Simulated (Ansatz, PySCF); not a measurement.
germylsilane cation (GeH6Si), SMILES [SiH3][GeH3] (connectivity only; charge and spin as stated), charge +1, multiplicity 2. Atoms are numbered in the order given.

```xyz
8

Si     0.0000     0.0000     1.8040
Ge     0.0000     0.0000    -1.0151
H      0.9679    -1.0882     2.0088
H      0.4584     1.3823     2.0088
H     -1.4263    -0.2941     2.0087
H     -0.4764    -1.4366    -1.2070
H     -1.0059     1.1309    -1.2069
H      1.4823     0.3057    -1.2070
```
Charge +1, spin multiplicity 2.

The structure is a stationary point at B3LYP-D3(BJ)/def2-TZVP. The spin state was assumed, not searched.

Two levels are set side by side: PBE-D3(BJ)/def2-TZVP (Ansatz, a quantum-chemistry and plane-wave program) and B3LYP-D3(BJ)/def2-TZVP (Ansatz). Each level has its own optimised geometry; the coordinates shown are those of the second. Frequencies come from the Hessian of PySCF at each geometry. Differences are taken from unrounded values.

| quantity | B3LYP-D3(BJ) |
|---|---|
| mean bond length (Å) | 1.498 |
| bond Si1–H3 (Å) | 1.471 |
| bond Si1–H4 (Å) | 1.471 |
| bond Si1–H5 (Å) | 1.471 |
| bond Ge2–H6 (Å) | 1.526 |
| bond Ge2–H7 (Å) | 1.526 |
| bond Ge2–H8 (Å) | 1.526 |
| highest harmonic wavenumber (cm⁻¹) | 2305 |
| mean harmonic wavenumber (cm⁻¹) | 1099 |
| zero-point energy (kcal/mol) | 28.28 |

**Question.** What does PBE-D3(BJ) give, and how far is it from B3LYP-D3(BJ)? (An estimate is asked for; the answer gives what the named calculation found.)

**Answer.** 
| quantity | PBE-D3(BJ) | PBE-D3(BJ) minus B3LYP-D3(BJ) |
|---|---|---|
| mean bond length (Å) | 1.511 | 0.012 |
| bond Si1–H3 (Å) | 1.486 | 0.015 |
| bond Si1–H4 (Å) | 1.486 | 0.015 |
| bond Si1–H5 (Å) | 1.486 | 0.015 |
| bond Ge2–H6 (Å) | 1.535 | 0.010 |
| bond Ge2–H7 (Å) | 1.535 | 0.010 |
| bond Ge2–H8 (Å) | 1.535 | 0.010 |
| highest harmonic wavenumber (cm⁻¹) | 2240 | -66 |
| mean harmonic wavenumber (cm⁻¹) | 1060 | -39 |
| zero-point energy (kcal/mol) | 27.29 | -0.99 |

GGA bonds tend to be longer and softer than those of functionals with exact exchange. Differences between two approximate levels are no errors against the true value.
